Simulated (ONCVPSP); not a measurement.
## Before and after: ONCV potential for Ta (Z = 73)

```json
{
 "Element": "Ta",
 "Generator": "ONCVPSP 4.0.1",
 "Type": "optimised norm-conserving Vanderbilt (ONCV)",
 "Functional": "PBE",
 "Relativity": "scalar-relativistic",
 "Frozen core": "[Kr] 4d10 4f14 5s2",
 "Valence charge": "11",
 "Reference configuration": "5p6 5d3 6s2",
 "Partial waves": "6s: rc 3.05 bohr, ncon 4, nbas 8, qcut 2.2 1/bohr, 2 projectors, debl 0.4 Ha; 5p: rc 1.85 bohr, ncon 4, nbas 7, qcut 8.6 1/bohr, 3 projectors, debl 3 Ha; 5d: rc 2.00 bohr, ncon 5, nbas 9, qcut 4.4 1/bohr, 1 projector",
 "Local potential": "polynomial inside 1.80 bohr (lpopt 5, dvloc0 0 Ha)",
 "Core correction": "Teter function fitted to the true core (icmod 2), fcfact 0.5"
}
```

Change: local potential polynomial inside 1.80 bohr (lpopt 5, dvloc0 6 Ha).

Cutoffs: the cutoffs (Ha) at which the residual kinetic energy of the hardest occupied pseudo-wave falls to 1 and 0.1 mHa per electron; they do not see the model core or the augmentation charge, which bear on the density cutoff. Errors are all-electron minus pseudo energies relative to the spin-unpolarised reference configuration.

Problem. Predict the effect on cutoff, ghosts and configuration errors.

Solution. The potential gets neither clearly harder nor softer (21 Ha and 64 Ha → 21 Ha and 64 Ha); the bound ghost in s disappears; of the 4 tests that both files solve, the error grows in 2 and shrinks in 0 by more than 15 % and 0.3 meV (median size 13.6 → 13.8 meV). In the separable form a ghost depends on how the local part lies against the semilocal potential of the channel, so the choice of the local part can create or remove one.

| quantity | base | changed |
| --- | --- | --- |
| cutoff, loose | 21 Ha | 21 Ha |
| cutoff, tight | 64 Ha | 64 Ha |
| bound ghosts | s | none |
| GHOST(+) flags under 300 eV | none | none |
| error for 5p6 5d3 6s1, meV [ΔE 8.47 eV] | -6.5 | -6.5 |
| error for 5p6 5d3 6s0, meV [ΔE 23.44 eV] | -21 | -21 |
| error for 5p6 5d2 6s0, meV [ΔE 47.04 eV] | -21 | -27 |
| error for 5p6 5d2 6s2, meV [ΔE 7.68 eV] | -3.0 | -4.1 |
| s: phases at 3.10 bohr within 0.05 rad from the reference energy up to (Ha; the scan ends near 5) | 1.5 | 1.4 |
| p: phases at 1.88 bohr within 0.05 rad from the reference energy up to (Ha; the scan ends near 5) | to the end of the scan | to the end of the scan |
| d: phases at 2.03 bohr within 0.05 rad from the reference energy up to (Ha; the scan ends near 5) | 2.2 | 2.1 |
| rms error of d²Exc/dni dnj with the model core, mHa | 0.53 | 0.53 |

 A true bound ghost makes a file unfit for plane-wave use even where its test errors are small: the radial tests pick states by their node count and pass the ghost by.
